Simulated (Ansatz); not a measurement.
Reaction (isomerisation): `CO[SiH](F)O[SiH2]F` → `O[Si@H](F)C[Si@H](O)F`

Computed with Ansatz on PBE0-D4/def2-TZVP structures; ΔE is electronic, products minus reactants. CBS: MP2 limit from def2 TZ/QZ plus the TZ coupled-cluster correction, frozen cores. Functionals use def2-TZVPP. B3LYP here is the variant with VWN-RPA as its local correlation; programs differ in this. One conformer a species, not always the lowest.

```json
{"level": "r2SCAN-D4", "ΔE (eV)": "-0.06"}
{"level": "B3LYP-D4", "ΔE (eV)": "0.08"}
{"level": "B2PLYP", "ΔE (eV)": "0.08"}
{"level": "SCS-MP2/def2-TZVPP", "ΔE (eV)": "0.09"}
{"level": "CCSD(T)/def2-TZVPP", "ΔE (eV)": "0.01"}
{"level": "HF/def2-QZVPP", "ΔE (eV)": "0.48"}
{"level": "MP2/def2-QZVPP", "ΔE (eV)": "-0.06"}
{"level": "MP2/CBS(def2)", "ΔE (eV)": "-0.09"}
```

(1) What does CCSD(T)/CBS give? (Best estimate.)

Largest T1 diagnostic among the species: 0.012.

Results:

(1) Ansatz gave: -0.02 eV. The listed levels differ from it by -0.04, 0.10, 0.10, 0.11, 0.03, 0.50, -0.04, -0.07 eV.

The D4 term adds −0.04 eV with B3LYP and −0.02 eV with PBE0; it sums over pairs of atoms, weighted by their polarisabilities, and B3LYP, whose exchange is more repulsive, gets the larger term. From PBE to PBE0 (25 % exact exchange), in def2-TZVPP and without D4, ΔE moves by +0.04 eV. In def2-TZVPP, CCSD(T) changes the Hartree–Fock value by −0.43 eV (the triples alone add −0.06 eV) and MP2 by −0.50 eV.
